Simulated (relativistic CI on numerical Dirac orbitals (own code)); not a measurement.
These numbers are calculated, not measured: Dirac-Coulomb-Breit CI, orbitals from a KLI potential per configuration, model QED (radiative potential, 1s self-energy scaled to tabulated hydrogen-like ionisation energies), valence Slater integrals scaled by 0.85, P86 correlation energy added to each configuration (own radial code, finite nucleus).

CI space (outside the closed core 1s2): 2s²2p, 2s2p², 2s²3s, 2s²3p, 2p³, 2s²3d, 2s²4s, 2s²4p, 2s2p3s, 2s²4d, 2s²4f, 2s²5s, 2s²5p, 2s²5d, 2s²5f, 2s²5g, 2p²3s, 2s2p3p, 2p²3p, 2s2p3d, 2p²3d, 2s3s², 2s2p4s. Levels of other configurations are missing.

For a near-neutral ion this model can misplace configurations by up to about 10,000 cm⁻¹ (more where the count of f electrons changes) and terms by 10 to 25 % of their spread. Rates follow the energies as ν³ (E1, M1) or ν⁵ (E2), so they and the lifetimes can be off by large factors. The fine structure of a lone outer electron comes out too small, for d and f at times inverted, and misplaced configurations move strength between like terms. 28 of the 28 excited levels that our extract of the measured tables holds in this range could be paired (the sources list more); they are missed by 4751 cm⁻¹ on average and 11728 at most, and levels without a partner can miss by more.

Outline of the computed level scheme of C II. Lowest level of each configuration: 2s²2p ²P°1/2 at 0.0000 eV; 2s2p² ⁴P1/2 at 5.2394 eV; 2s²3s ²S1/2 at 14.1051 eV; 2s²3p ²P°1/2 at 16.1507 eV; 2p³ ⁴S°3/2 at 17.7197 eV; 2s²3d ²D3/2 at 17.8411 eV; 2s2p3s ⁴P°1/2 at 20.5087 eV; 2s²4s ²S1/2 at 20.7259 eV; 2s²4p ²P°1/2 at 21.6031 eV.

Some strong electric-dipole decays among the lowest 28 levels: 2s2p² ²P3/2 → 2s²2p ²P°3/2 (3.7e+09 s⁻¹); 2s2p² ²P1/2 → 2s²2p ²P°1/2 (2.9e+09 s⁻¹); 2s²3d ²D5/2 → 2s²2p ²P°3/2 (2.8e+09 s⁻¹); 2s²3d ²D3/2 → 2s²2p ²P°1/2 (2.3e+09 s⁻¹); 2p³ ⁴S°3/2 → 2s2p² ⁴P5/2 (2.0e+09 s⁻¹); 2s2p3s ²P°1/2 → 2s2p² ²D3/2 (1.7e+09 s⁻¹); 2s2p² ²S1/2 → 2s²2p ²P°3/2 (1.6e+09 s⁻¹); 2s2p3s ²P°3/2 → 2s2p² ²D5/2 (1.5e+09 s⁻¹).

Rates of lines that live on the mixing of spin multiplicities can be off by large factors.
